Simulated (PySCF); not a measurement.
# Correlation energy of Ca⁺ (calcium, charge +1)

[Ar] 4s1, 2S determinant. All numbers are calculated (PySCF 2.14, the spin-free X2C one-electron Hamiltonian (Gaussian nucleus), in x2c-QZVPPall). Frozen: [Ne]; 9 electrons correlated.

MP2 pair energies summed by pair of shells (mhartree):

```json
{"pair": "3p-3p", "energy": "-149.47", "share (%)": "70.9"}
{"pair": "3s-3p", "energy": "-35.26", "share (%)": "16.7"}
{"pair": "3p-4s", "energy": "-17.15", "share (%)": "8.1"}
{"pair": "3s-3s", "energy": "-7.91", "share (%)": "3.8"}
{"pair": "3s-4s", "energy": "-1.05", "share (%)": "0.5"}
```

Total MP2 correlation energy: -210.84 mhartree.

Same-spin part -57.81 and opposite-spin part -153.03 mhartree; SCS-MP2 scales them by 1/3 and 6/5 to -202.91 mhartree.

This basis was not built for core-valence correlation, so the inner-shell part is incomplete.
